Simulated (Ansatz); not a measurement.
`[GaH3-][SeH2+]`, relaxed with RKS PBE0-D4/def2-TZVP in the Gaussian-basis code of Ansatz from a GFN2-xTB geometry. The force threshold is 0.005 eV/Å; the program also tests the step.

The species carries charge 0 and has multiplicity 1.

Start:

```xyz
7

Ga    1.136   -0.082   -0.016
Se   -1.471   -0.558   -0.153
H     1.532   -1.214    0.953
H     1.438   -0.238   -1.522
H     1.001    1.354    0.552
H    -1.852    0.094    1.086
H    -1.785    0.644   -0.900
```

Q: How much energy does the relaxation release, and in how many steps? (An estimate is asked.)

A: The calculation gave: 4.07 kJ/mol, in 9 steps, 1 of them rejected.

Q: Which bonds change most? (An estimate is asked.)

A: Computed: Ga1–Se2 from 2.654 to 2.713 Å; Ga1–H3 from 1.542 to 1.575 Å; Ga1–H4 from 1.544 to 1.575 Å; Ga1–H5 from 1.550 to 1.574 Å.

Q: Give the relaxed structure. (An estimate is asked.)

A: Ansatz gave: 
```xyz
7

Ga    1.181   -0.047   -0.014
Se   -1.477   -0.558   -0.204
H     1.459   -1.216    1.004
H     1.462   -0.288   -1.545
H     1.083    1.430    0.523
H    -1.856   -0.017    1.108
H    -1.852    0.696   -0.871
```
